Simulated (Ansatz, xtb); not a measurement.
Species: ReF3, net charge 0, quintet state. The spin state was set by rule; other spins were not relaxed. SMILES: [F][Re]([F])[F]
Structure (B3LYP-D3(BJ)/def2-TZVP (Ansatz, a program for electronic structure) minimum search):
```
Re
F 1 1.8900
F 1 1.8910 2 137.47
F 1 1.8910 2 137.47 3 180.00
```
Charge 0, spin multiplicity 5.

Harmonic wavenumbers from GFN2-xTB (xtb, at its own minimum), cm⁻¹: 99, 171, 231, 477, 535, 553.

Give the harmonic wavenumbers at B3LYP-D3(BJ)/def2-TZVP (Ansatz, finite differences of forces, unscaled).

112, 149, 263, 621, 643, 677 cm⁻¹. Zero-point energy 3.5 kcal/mol.

From these and the geometry, give the ideal-gas thermochemistry at 298.15 K and 1 atm (rigid rotor, harmonic oscillator).

Point group C2v, rotational symmetry number 2. Rotational constants 8.141, 3.598, 2.495 GHz. S(trans) 42.37, S(rot) 24.51, S(vib) 8.69, S(elec, spin only) 3.20, S 78.8 cal/(mol K). H(298) - H(0) 3.77 kcal/mol; G - E(el) -16.2 kcal/mol.
